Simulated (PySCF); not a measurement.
# Radial density of Nb⁺ (niobium, charge +1)

M06-L, [Kr] 4d4, high-spin 5D determinant. Computed with PySCF 2.14 in x2c-TZVPall (8s6p6d1f, 63 functions), with the spin-free X2C one-electron Hamiltonian (Gaussian nucleus).

```csv
r (bohr),4πr²ρ (e/bohr),4πr²(ρα − ρβ)
0.0385,46.44,-0.0015
0.0648,46.70,0.0031
0.109,63.62,0.0600
0.183,44.07,0.2721
0.308,45.92,0.3896
0.518,30.67,0.0094
0.872,10.28,0.7780
1.47,7.704,2.1476
2.47,1.614,1.1689
4.15,0.1906,0.1891
6.98,0.002580,0.0026
```

Densities and radii are taken from the X2C orbitals without a picture-change correction, which distorts them close to the nucleus.

⟨L²⟩ = 7.16 against 6 for a pure D term, so this real determinant mixes terms.
